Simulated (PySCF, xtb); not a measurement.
SiCl2, SMILES Cl[Si]Cl (connectivity only; charge and spin as stated), neutral, multiplicity 1.

GFN2-xTB run with xtb at its own geometry gives an orbital gap of 2.75 eV and a dipole moment of 0.12 D.

Geometry: PBE-D3(BJ)/def2-TZVP. The isomer is the one that the SMILES or the coordinates give; other isomers of the formula were not compared.

Task: What does HF/def2-TZVPD run with PySCF give? (An estimate is asked for; the answer gives what the named calculation found.)

Result: gap 10.44 eV (levels -10.28 and 0.16 eV), dipole 1.16 D.
